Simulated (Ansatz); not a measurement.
Isolated molecules relaxed with PBE0-D4/def2-TZVP in Ansatz; ΔE leaves out vibrations. CCSD(T)/CBS adds triple-zeta CCSD(T) − MP2 to the extrapolated MP2 energy (def2 sets, frozen cores). Functionals use def2-TZVPP. Open shells (•) are unrestricted, without spin–orbit coupling. One conformer a species, not always the lowest.

Consider the homolysis of the C–Si bond: `O[SiH](O)C[SiH](Cl)Cl` → `[CH2][SiH](O)O`• + `Cl[SiH]Cl`•.

`O[SiH](O)C[SiH](Cl)Cl`:

Z-matrix (Å, degrees):
```
Si
O 1 1.636
C 1 1.865 2 112.1
O 1 1.645 2 113.4 3 -116.6
H 1 1.481 2 104.3 3 122.1
H 2 0.961 1 116.5 3 49.8
Si 3 1.844 1 114.9 2 -74.0
H 3 1.096 1 109.1 2 165.8
H 3 1.095 1 109.2 2 48.6
H 4 0.958 1 118.3 2 -58.4
Cl 7 2.066 3 109.5 1 52.2
Cl 7 2.050 3 110.6 1 170.3
H 7 1.473 3 114.4 1 -68.2
```

`[CH2][SiH](O)O`•:

```xyz
9

C    -0.920   -0.914    0.880
Si    0.240    0.017   -0.179
O    -0.646    0.660   -1.406
O     0.964    1.132    0.788
H    -0.751   -1.052    1.943
H    -1.810   -1.391    0.485
H     1.313   -0.823   -0.790
H    -0.188    0.871   -2.220
H     1.799    1.500    0.498
```

`Cl[SiH]Cl`•:

Cartesian coordinates in Å:
```
Cl 0.787 -0.774 1.522
Si -0.468 -0.165 0.023
Cl -0.228 1.837 -0.328
H -0.091 -0.897 -1.217
```

**Question.** What is ΔE at CCSD(T)/CBS? (Best estimate.)

**Answer.** Ansatz gave: +4.32 eV.

**Question.** What do these levels give: r2SCAN-D4, PBE0-D4, B2PLYP, HF/def2-TZVPP, CCSD/def2-TZVPP, MP2/def2-QZVPP? (Estimate.)

**Answer.** Computed: r2SCAN-D4 3.97, PBE0-D4 4.15, B2PLYP 4.03, HF/def2-TZVPP 2.99, CCSD/def2-TZVPP 4.11, MP2/def2-QZVPP 4.47 eV.

Largest T1 diagnostic among the species: 0.012.

From PBE to PBE0 (25 % exact exchange), in def2-TZVPP and without D4, ΔE moves by +0.06 eV. The D4 term adds +0.27 eV with B3LYP and +0.15 eV with PBE0; it sums over pairs of atoms, weighted by their polarisabilities, and B3LYP, whose exchange is more repulsive, gets the larger term.

B3LYP here is the variant with VWN-RPA as its local correlation; programs differ in this.
